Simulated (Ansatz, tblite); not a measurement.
Forces on (KH)4 ring (K4H4) at its PBE-D4/def2-SVP geometry. Charge 0, multiplicity 1.

The xTB rows come from tblite. B3LYP takes the VWN-RPA correlation.

GFN1-xTB (tblite), largest force 0.23 eV/Å:

```xyz
8
positions Å, forces eV/Å
K    -3.044    0.662   -0.834    0.219   -0.048    0.060
H    -1.460    0.774   -2.706    0.042   -0.022    0.077
K     0.949    0.449   -3.051   -0.068   -0.032    0.219
H     2.797   -0.149   -1.552   -0.082    0.004    0.045
K     3.044   -0.662    0.834   -0.219    0.048   -0.060
H     1.460   -0.775    2.706   -0.042    0.022   -0.077
K    -0.949   -0.449    3.050    0.068    0.032   -0.219
H    -2.797    0.149    1.552    0.082   -0.004   -0.045
```

GFN2-xTB (tblite), largest force 0.51 eV/Å:

```
K 0.336 -0.075 0.099
H 0.235 -0.125 0.435
K -0.099 -0.051 0.341
H -0.450 0.024 0.250
K -0.336 0.075 -0.099
H -0.235 0.125 -0.435
K 0.099 0.051 -0.341
H 0.450 -0.024 -0.250
```

B3LYP-D4/def2-TZVP (Ansatz), largest force 0.03 eV/Å:

```
K -0.026 0.006 -0.011
H 0.008 -0.004 0.016
K 0.005 0.005 -0.028
H -0.016 0.001 0.009
K 0.026 -0.006 0.011
H -0.008 0.004 -0.016
K -0.005 -0.005 0.028
H 0.016 -0.001 -0.009
```
